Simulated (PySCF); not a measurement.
# One molecule, several mistakes: BCH7Si

All numbers below are calculated, not measured. The program is PySCF 2.14.0, an open-source quantum chemistry code, run on an isolated molecule that a program drew, which may never have been made. The molecule is BCH7Si (charge 0, singlet), drawn as the SMILES string `CB[SiH3]`.

Each row is a Hartree-Fock (HF) and frozen-core CCSD(T) single point in the cc-pV(D+d)Z basis, meant for a local HF minimum. Run 1 is clean. Each other run has one planted mistake out of seven kinds, and not every kind appears here: one electron removed, one electron added, multiplicity raised by two, geometry at a saddle point, minimal basis STO-3G, one bond length entered in bohr, all coordinates scaled. The reference is restricted for singlets and unrestricted otherwise, and also for a bond in bohr. Adding or removing an electron swaps singlet and doublet. Electrons count all cores. HOMO and LUMO are orbital energies over both spins, the gradient is its largest component, and the lowest frequency (negative if imaginary) is given only where the gradient is small. Bond lengths are over the 9 bonds as drawn. T1 is the CCSD diagnostic: over 0.02 (restricted) or 0.045 (unrestricted) a single reference is doubtful.

Geometry of the clean run:
```xyz
10
BCH7Si, angstrom
C    -1.7836   -1.1722    0.2837
B    -2.1433   -1.1073    1.8149
Si   -0.9409   -0.3108    3.2693
H    -2.6559   -1.1013   -0.3711
H    -1.0174   -0.4681   -0.0462
H    -1.3717   -2.1839    0.1329
H    -3.1844   -1.5977    2.1734
H    -0.7243   -1.2877    4.3688
H    -1.6094    0.8844    3.8516
H     0.3904    0.1140    2.7631
```

```
run  electrons  basis functions  <S^2>  HOMO (eV)  LUMO (eV)  gradient (hartree/bohr)  lowest frequency (cm^-1)  mean bond (Å)  longest bond (Å)      T1  HF (hartree)  CCSD(T) (hartree)                 mistake
  1         32               86  0.000     -10.76       1.89                  1.6e-05                        47         1.3974             2.048  0.0110    -355.54137         -355.94281                no fault
  2         32               86  0.000     -10.88       2.22                  7.0e-02                         -         1.2856             1.884  0.0110    -355.48147         -355.87772  all coordinates scaled
  3         31               86  0.758     -18.35      -8.22                  8.3e-02                         -         1.3974             2.048  0.0179    -355.19316         -355.57241    one electron removed
  4         32               86  0.923      -9.16       1.54                  1.2e-02                         -         1.5999             3.871  0.0214    -355.44020         -355.81634                       ?
```

**Which mistake was planted in run 4, and what did it cost?**

The mean bond changes by a factor of 1.145 and the longest by 1.890, so the molecule wasn't scaled as a whole. A length L in bohr read as angstrom grows by (1/0.5292 - 1) L = 0.890 L. The 9 bonds together grew by 9 x 0.2025 = 1.823 Å, which gives L = 2.048 Å. That is bond B2-Si3, 2.048 Å in the clean geometry. So the mistake is: one bond length entered in bohr. Subtracting run 1 and multiplying by 627.51 kcal/mol a hartree, the energy moved by 63.5 kcal/mol in HF and 79.4 kcal/mol in CCSD(T).

